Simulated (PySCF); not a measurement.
C3H7NSi, SMILES CC1=NC[SiH2]1.

The structure is a stationary point at B3LYP-D3(BJ)/def2-SVP. The structure was generated by enumeration, and PubChem lists no compound with its InChIKey, so it may never have been made.

Method: TDA-CAM-B3LYP/def2-SVPD in PySCF.

Vertical excitations. Gas-phase values at a fixed geometry. State labels are in the subgroup Cs.

**Question.** Give excitation energies, oscillator strengths and character. (Estimate from the structure and the level; the computed values follow.)

**Answer.** 
```tsv
state	symmetry	energy (eV)	λ (nm)	f	main pairs
S1	A"	4.50	275	0.000	HOMO→LUMO 97 %
S2	A'	5.71	217	0.001	HOMO→LUMO+1 95 %
S3	A'	6.55	189	0.016	HOMO→LUMO+2 72 %, HOMO→LUMO+3 26 %
S4	A"	6.58	188	0.001	HOMO−2→LUMO 97 %
S5	A'	7.10	175	0.033	HOMO→LUMO+3 62 %, HOMO→LUMO+2 23 %
S6	A"	7.34	169	0.001	HOMO−1→LUMO+1 94 %
S7	A'	7.40	167	0.078	HOMO−1→LUMO 65 %, HOMO→LUMO+4 15 %
S8	A'	7.79	159	0.078	HOMO−2→LUMO+1 39 %, HOMO→LUMO+4 28 %, HOMO→LUMO+5 14 %
S9	A'	7.90	157	0.092	HOMO−2→LUMO+1 45 %, HOMO→LUMO+4 27 %, HOMO→LUMO+5 12 %
S10	A"	8.00	155	0.000	HOMO−1→LUMO+2 38 %, HOMO→LUMO+6 29 %, HOMO−1→LUMO+3 17 %, HOMO→LUMO+7 9 %
T1	A"	3.63	342	0	HOMO→LUMO 96 %
T2	A'	4.56	272	0	HOMO−1→LUMO 91 %
T3	A'	5.46	227	0	HOMO→LUMO+1 93 %
T4	A"	6.19	200	0	HOMO−2→LUMO 96 %
```
Triplets are in the Tamm–Dancoff approximation.
